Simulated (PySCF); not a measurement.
Species: C2H8AlBrO.
SMILES with atom numbers: `[CH3:1][O+:2]([CH3:3])[AlH2-:4][Br:5]` (hydrogens: H6, H7, H8 on C1; H9, H10, H11 on C3; H12, H13 on Al4)

Method: PySCF 2.14.0, PBE0-D3(BJ)/def2-SVP geometry optimisation, gas phase; density fitting, grid level 1; the optimiser is geomeTRIC in internal coordinates, started from a GFN2-xTB structure with every atom displaced at random (about 0.01 Å).

Step 1: E = -80866.9840 eV
```
atom  x, y, z in Å  |  force x, y, z in eV/Å
C1     -1.3992   -1.4640   -0.5280    0.147  -0.277   0.069
O2     -0.4660   -0.4670   -0.1407    0.151  -0.175   0.001
C3     -1.0353    0.7173    0.3958   -0.263   0.095  -0.326
Al4     1.4854   -0.6117   -0.4937   -0.032  -0.006   0.244
Br5     1.6932    0.8671   -2.2512   -0.025   0.024  -0.034
H6     -2.0541   -1.0919   -1.3255   -0.093   0.111  -0.079
H7     -0.8215   -2.3258   -0.9037   -0.096   0.189   0.113
H8     -1.9970   -1.7681    0.3486    0.019   0.013  -0.089
H9     -1.6613    1.2153   -0.3730    0.155  -0.112   0.200
H10    -1.6441    0.4694    1.2779   -0.008  -0.004   0.036
H11    -0.2150    1.3806    0.6820    0.111   0.049   0.042
H12     1.5864   -2.1625   -0.8934   -0.043   0.170   0.054
H13     2.0097   -0.0395    0.9176   -0.023  -0.077  -0.230
```

Step 2: E = -80866.9960 eV
```
atom  x, y, z in Å  |  force x, y, z in eV/Å
C1     -1.3973   -1.4665   -0.5305   -0.008  -0.011  -0.108
O2     -0.4613   -0.4776   -0.1307    0.058  -0.139   0.096
C3     -1.0326    0.7110    0.3946    0.002   0.080  -0.055
Al4     1.4830   -0.6075   -0.4825   -0.062   0.039   0.069
Br5     1.6594    0.8612   -2.2547   -0.013   0.027  -0.016
H6     -2.0421   -1.0727   -1.3328    0.000  -0.011   0.023
H7     -0.8223   -2.3228   -0.9041   -0.010   0.013   0.013
H8     -2.0091   -1.7744    0.3318    0.002   0.018   0.002
H9     -1.6445    1.2089   -0.3748    0.026  -0.019   0.016
H10    -1.6491    0.4700    1.2744    0.009  -0.003   0.003
H11    -0.2055    1.3693    0.6874   -0.012  -0.002   0.014
H12     1.5756   -2.1498   -0.8670   -0.010   0.010   0.002
H13     2.0270   -0.0301    0.9015    0.017  -0.003  -0.058
```

Step 3: E = -80866.9998 eV
```
atom  x, y, z in Å  |  force x, y, z in eV/Å
C1     -1.3964   -1.4711   -0.5351   -0.065   0.102  -0.066
O2     -0.4591   -0.4907   -0.1154    0.050  -0.098   0.122
C3     -1.0252    0.7084    0.3941    0.038   0.018   0.028
Al4     1.4772   -0.6046   -0.4722   -0.055   0.031  -0.053
Br5     1.6162    0.8680   -2.2482   -0.007   0.026   0.005
H6     -2.0302   -1.0655   -1.3407    0.024  -0.024   0.016
H7     -0.8242   -2.3278   -0.9049    0.035  -0.043  -0.021
H8     -2.0213   -1.7770    0.3175   -0.011  -0.002   0.020
H9     -1.6195    1.2046   -0.3857   -0.029   0.033  -0.051
H10    -1.6542    0.4800    1.2685    0.001  -0.008  -0.009
H11    -0.1954    1.3609    0.6947   -0.023  -0.021  -0.005
H12     1.5666   -2.1446   -0.8501    0.013  -0.044  -0.024
H13     2.0468   -0.0216    0.8899    0.030   0.031   0.037
```

Problem. Estimate the geometry and energy of step 4. (The exact step hangs on the optimiser's Hessian estimate; all steps are aligned on step 3, rigid shifts and turns removed.)

Solution. E = -80867.0007 eV, largest force 0.213 eV/Å
```
atom  x, y, z in Å  |  force x, y, z in eV/Å
C1     -1.3988   -1.4737   -0.5327   -0.033   0.107  -0.034
O2     -0.4477   -0.5208   -0.0795   -0.137   0.002   0.164
C3     -1.0142    0.6978    0.3859    0.129   0.013   0.125
Al4     1.4733   -0.6035   -0.4578   -0.004   0.004  -0.190
Br5     1.5319    0.9006   -2.2178    0.015  -0.004   0.031
H6     -2.0033   -1.0432   -1.3477    0.047  -0.034  -0.006
H7     -0.8383   -2.3398   -0.8933    0.045  -0.099  -0.054
H8     -2.0525   -1.7669    0.3020   -0.011  -0.015   0.023
H9     -1.5733    1.1834   -0.4230   -0.061   0.068  -0.098
H10    -1.6713    0.4970    1.2462   -0.010  -0.019  -0.024
H11    -0.1841    1.3445    0.6990   -0.038  -0.009  -0.011
H12     1.5674   -2.1403   -0.8412    0.031  -0.063  -0.052
H13     2.0921   -0.0161    0.8727    0.026   0.050   0.125
```

The energy changes by -0.0009 eV. The first-order estimate −F·Δx gives -0.0089 eV and the mean of the old and new forces, exact on a quadratic surface, -0.0042 eV. The step makes an angle of 77° with the force vector and moves no atom by more than 0.095 Å.

What follows is the cost of the whole optimisation. The run took 2.2 min of wall time on one thread, Arm Neoverse V2 (aarch64), shared host with 96 logical CPUs at a one-minute load of 45, and the process peaked at 0.56 GiB of memory.
